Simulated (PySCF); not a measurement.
**Level sweep**

C₄H₅BrO.
SMILES: `COC1=C[C@H]1Br`

PySCF, dipoles from the SCF density, polarisabilities from static response with core orbitals frozen. Isolated species at its PBE0-D3(BJ)/def2-SVP geometry (one conformer only). The LDA/def2-SVPD calculation is non-relativistic and has no spin–orbit coupling, an omission that weighs most on bromine.

The anisotropy is √(½[(α1 − α2)² + (α2 − α3)² + (α3 − α1)²]).

| level | μ (D) | α (au) | anisotropy (au) |
| --- | --- | --- | --- |
| LDA/def2-SVPD | 2.854 | 78.08 | 27.83 |
| PBE/def2-SVPD | 2.882 | 77.70 | 27.74 |
| B3LYP/def2-SVPD | 2.859 | 75.72 | 26.60 |
| PBE0/def2-SVPD | 2.873 | 74.66 | 26.08 |
| BHandHLYP/def2-SVPD | 2.861 | 72.98 | 25.19 |
| CAM-B3LYP/def2-SVPD | 2.817 | 74.31 | 25.63 |
| wB97X-D/def2-SVPD | 2.863 | 74.26 | 25.46 |
| LC-wPBE/def2-SVPD | 2.787 | 72.27 | 24.63 |
| HF/def2-SVPD | 2.964 | 70.71 | 23.83 |
| PBE0/6-31G* | 3.086 | 59.36 | 26.65 |
| PBE0/def2-SVP | 2.771 | 60.06 | 25.13 |
| PBE0/aug-cc-pVDZ | 2.935 | 75.34 | 26.82 |
| PBE0/def2-TZVP | 2.898 | 70.27 | 27.01 |
| PBE0/def2-TZVPD | 2.896 | 76.06 | 26.37 |

The dipole runs from 2.77 D (PBE0/def2-SVP) to 3.09 D (PBE0/6-31G*). No reference polarisability is at hand; against PBE0 in the largest diffuse basis at hand (def2-TZVPD) the other PBE0 rows deviate by 6-31G* -22%, def2-SVP -21%, def2-SVPD -2%, aug-cc-pVDZ -1%, def2-TZVP -8%. In one basis (def2-SVPD) the functionals order the polarisability from HF (lowest) to LDA (highest), a spread of 10%. With PBE0 the polarisability is 63.23 au without diffuse functions (mean of 6-31G*, def2-SVP and def2-TZVP) and 75.35 au with them (mean of def2-SVPD, aug-cc-pVDZ and def2-TZVPD).
